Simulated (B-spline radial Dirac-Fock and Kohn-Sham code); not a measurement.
# Hg¹²⁺: eigenvalues, ΔSCF and the reference

System: the Hg¹²⁺ ion, configuration 1s2 2s2 2p6 3s2 3p6 3d10 4s2 4p6 4d10 4f14 5s2 5p6.

The density-functional columns are spherical, spin-unpolarised Dirac-Kohn-Sham results without Breit or QED terms: −ε is minus the orbital energy of the initial state and ΔSCF the difference of two total energies. The reference in the last column comes from multi-electron Dirac-Fock with separately optimised hole states, Breit and Lamb-shift corrections added in first order. All numbers are from a radial B-spline solver, in eV; a selection of levels is shown. For the 1s level of heavy atoms much of the gap between ΔSCF and the reference is the Breit and QED part, -454.4 eV here; for other levels the error of the functional can be larger.

```csv
level,LDA −ε,LDA ΔSCF,Dirac-Fock
K (1s),83156.6,83783.4,83340.1
L1 (2s),14915.6,15037.9,15092.8
L2 (2p1/2),14329.4,14485.8,14452.2
L3 (2p3/2),12383.9,12515.4,12526.6
M1 (3s),3708.7,3749.3,3809.3
M2 (3p1/2),3443.0,3486.4,3524.1
M3 (3p3/2),3011.9,3051.2,3092.6
M4 (3d3/2),2568.7,2615.0,2626.5
M5 (3d5/2),2476.2,2521.0,2535.7
N1 (4s),986.6,1008.2,1044.8
N2 (4p1/2),872.4,893.9,921.9
N3 (4p3/2),767.7,788.3,817.0
N4 (4d3/2),580.1,600.5,615.7
N5 (4d5/2),560.5,580.6,596.1
N6 (4f5/2),318.1,337.8,335.9
N7 (4f7/2),313.8,333.3,331.8
O1 (5s),327.9,340.7,344.9
O2 (5p1/2),287.5,299.7,297.2
O3 (5p3/2),265.1,276.7,274.9
```

For the outermost level NIST gives 276.9 ± 1.1 eV (semi-empirical); the differences from it are LDA −ε -11.76, LDA ΔSCF -0.25, Dirac-Fock -2.02 eV.

Values without a named source are computed, but for edge energies of neutral atoms, which are taken from tables.
